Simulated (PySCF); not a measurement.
## Electron correlation in Ar²⁺ (argon, charge +2)

[Ne] 3s2 3p4, high-spin 3P determinant. Calculation: PySCF 2.14, in jorge-DZP-DKH; scalar relativity by spin-free X2C-1e. Frozen: [Ne]; 6 electrons correlated.

MP2 pair energies summed by pair of shells (mhartree):

| pair | energy | share (%) |
| --- | --- | --- |
| 3p-3p | -47.73 | 49.5 |
| 3s-3p | -41.29 | 42.8 |
| 3s-3s | -7.39 | 7.7 |

Total MP2 correlation energy: -96.41 mhartree.

Same-spin part -23.73 and opposite-spin part -72.69 mhartree; SCS-MP2 scales them by 1/3 and 6/5 to -95.13 mhartree.

```tsv
level	correlation energy (mhartree)
CCSD	-115.41
(T)	-1.05
CCSD(T)	-116.46
```

Diagnostics: T1 = 0.0055, D1 = 0.0188, largest double amplitude 0.049.

Cost of the coupled-cluster step: 0.15 s of wall time on 1 thread of Neoverse-V1 (shared host), for 6 correlated electrons.
